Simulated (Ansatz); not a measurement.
Ga₂Cl₃ (the lowest doublet isomer of a short search). Charge 0, multiplicity 2. Geometry r2SCAN-D4/def2-SVP, basis def2-TZVP, Ansatz.

```
atom    x (Å)    y (Å)    z (Å)
 Ga1   0.1246   0.7298   1.5955
 Ga2  -0.3929  -0.3331  -0.6367
 Cl3   2.1791   1.2369   2.0812
 Cl4  -1.2035   0.8328  -2.2646
 Cl5  -0.7072  -2.4664  -0.7754
```

```
run  HOMO (eV)  LUMO (eV)
  A      -5.54      -4.74
  B      -5.91      -4.46
  C      -6.49      -3.96
  D      -5.37      -4.74
  E      -6.76      -3.74
```

The structure comes from a short search, and lower isomers may exist.

HOMO and LUMO are taken over both spins.

The runs used BLYP, PBE, PBE0, r2SCAN, r2SCAN0. Estimate which is which.

A PBE (0 % exact exchange); B r2SCAN (0 % exact exchange); C PBE0 (25 % exact exchange); D BLYP (0 % exact exchange); E r2SCAN0 (25 % exact exchange). Exact exchange lowers occupied and raises empty levels; among semilocal functionals meta-GGAs tend to open the gap a little, and such runs are hard to tell apart. The gap grows from 0.63 eV (BLYP) to 3.02 eV (r2SCAN0).
